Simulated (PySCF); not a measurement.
NMR problem set

Theoretical values (PySCF 2.14): geometry: GFN2-xTB, PBE0/pcSseg-1 with gauge-including orbitals. Isolated molecule, rapidly exchanging positions averaged, no relativistic terms, one computed conformer.

Chemical shifts δ = σref − σ; 1H (σref 31.72) and 13C (σref 186.93) vs TMS, all at this level. Where no couplings were computed, multiplicities follow the n + 1 count of equivalent neighbours, and m marks all less simple cases (inequivalent or close neighbours, rings, F or P nearby). Shifts are as computed. Against solution values, carbons near 30 ppm lie about +3 ppm off and those near 130 ppm about +5 ppm. Of 1309 compounds with measured shifts, 239 miss one by over three times the rms of a fit or turn the order of signals round; such compounds aren't used in these exercises.

**Question.** C$_{5}$H$_{12}$Si$_{3}$. 1H NMR (600 MHz, computed): δ 6.54 (d, 1H), 6.31 (br s, 1H), 6.20 (m, 1H), 5.79 (br s, 1H), 4.54 (m, 1H), 4.28 (m, 1H), 4.13 (m, 1H), 3.50 (d, 3H), 1.94 (m, 1H), 1.85 (m, 1H). 13C{1H} NMR (computed): δ 142.7, 141.1, 138.7, 137.7, 12.0. Give a structure.

**Answer.** SMILES [SiH2]1C(=C)C=CC[Si@H]1[SiH3]. The formula gives 3 degrees of unsaturation (1 ring in the answer). 5 carbon signals for 5 carbons: no two carbons are equivalent. Carbon types of the structure: 1 × C, 2 × CH, 2 × CH2, leaving 6 H on heteroatoms. δC 142.7, 137.7: alkene CH; an sp2 carbon of a C=C bond. δC 141.1: fully substituted alkene carbon; the olefinic region. δC 138.7: terminal =CH2 carbon; an sp2 carbon of a C=C bond. δH 6.31, 5.79: hydrogen on a terminal =CH2 carbon; attached to an sp2 carbon and in the plane of the double bond.

This is the structure that produced the data.

**Question.** C$_{5}$H$_{12}$Si$_{3}$. 1H NMR (400 MHz, computed): δ 6.54 (m, 1H), 6.45 (m, 1H), 6.23 (m, 1H), 4.66 (d, 2H), 4.16 (s, 6H), 1.43 (s, 1H). 13C{1H} NMR (computed): δ 145.8 (CH2), 139.6 (CH), 88.1 (C), 71.9 (CH), -11.8 (C). Give a structure.

**Answer.** SMILES [SiH3]C(C#C)([SiH3])[SiH2]C=C. Rings plus π bonds: 3 (no ring in the answer). 5 carbon signals for 5 carbons: no two carbons are equivalent. Carbon types of the structure: 2 × C, 2 × CH, 1 × CH2, leaving 8 H on heteroatoms. δC 145.8: terminal =CH2 carbon; the olefinic region. δC 139.6: alkene CH; the olefinic region. δC 88.1: alkyne carbon; sp carbons lie upfield of alkene carbons because the cylindrical π system leaves one tensor component strongly shielded. δC 71.9: terminal alkyne carbon; the triple bond shields along its axis, which puts it between sp3 and sp2 carbons.

The shifts were computed for this structure.

**Question.** C$_{5}$H$_{12}$Si$_{3}$. 1H NMR (500 MHz, computed): δ 6.01 (br s, 1H), 5.50 (br s, 1H), 3.60 (s, 6H), 2.23 (s, 3H), 2.14 (s, 1H). 13C{1H} NMR (computed): δ 153.5, 134.7, 107.6, 88.6, 28.2. Identify the compound.

**Answer.** SMILES [SiH3][Si](C#C)([SiH3])C(=C)C. Rings plus π bonds: 3 (no ring in the answer). 5 carbon signals for 5 carbons: no two carbons are equivalent. Carbon types of the structure: 2 × C, 1 × CH, 1 × CH2, 1 × CH3, leaving 6 H on heteroatoms. δC 153.5: fully substituted alkene carbon; as expected for a trigonal carbon in a double bond. δC 134.7: terminal =CH2 carbon; as expected for a trigonal carbon in a double bond. δC 107.6: terminal alkyne carbon. δC 88.6: alkyne carbon; sp carbons lie upfield of alkene carbons because the cylindrical π system leaves one tensor component strongly shielded.

This is the structure that produced the data.
